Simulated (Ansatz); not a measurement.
Mulliken charges of C$_{2}$H$_{4}$ClFSi, SMILES `C=C[SiH](F)Cl` from r2SCAN/def2-TZVPP in Ansatz (PBE0-D4/def2-TZVP geometry).

```csv
atom,x (Å),y (Å),z (Å),charge (e)
C1,0.692,0.675,1.231,-0.112
C2,0.644,0.398,-0.070,-0.230
Si3,-0.673,-0.694,-0.740,0.748
F4,-0.039,-1.976,-1.440,-0.310
Cl5,-1.754,0.279,-2.177,-0.248
H6,-0.031,0.263,1.930,0.083
H7,1.451,1.323,1.658,0.086
H8,1.386,0.834,-0.735,0.077
H9,-1.589,-1.148,0.326,-0.094
```

Task: By hand: the dipole of these point charges (1 e Å = 4.8032 D).

Result: Σ q r = (0.096, 0.165, 0.527) e Å, of length 0.561 e Å = 2.69 D.

Task: How does the dipole of the full density compare? (An estimate is asked.)

Result: Ansatz gave: (0.176, 0.217, 0.390) e Å, 2.30 D; the point charges give 1.17 times that, at 16° from its direction.

Point charges leave out the atoms' own dipoles, such as those of lone pairs, and Mulliken's split depends on the basis, so the two needn't agree.
